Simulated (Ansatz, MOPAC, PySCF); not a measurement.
Stepwise substitution at one centre (B CH3-H). Gas-phase values, no solvent. Strings in code marks are SMILES.

Quantity: vertical ionisation energy (energy after one electron is removed minus that of the parent at the parent's geometry), in eV.

Level 1: B3LYP/6-31G* // PBE-D3(BJ)/def2-TZVP (PySCF)
Level 2: minus the HOMO energy of AM1 // PBE-D3(BJ)/def2-TZVP (MOPAC)
Level 3: minus the HOMO energy of B3LYP/6-31G* // PBE-D3(BJ)/def2-TZVP (PySCF)
Level 4: HF/cc-pVTZ // PBE-D3(BJ)/def2-TZVP (Ansatz, a program for electronic structure)

```csv
species,level 2,level 3,level 4
`B`,11.82,9.55,12.38
`BC`,11.01,8.63,11.46
```

### Question
What does level 1 give for each?

### Answer

- `B`: 13.08
- `BC`: 11.63
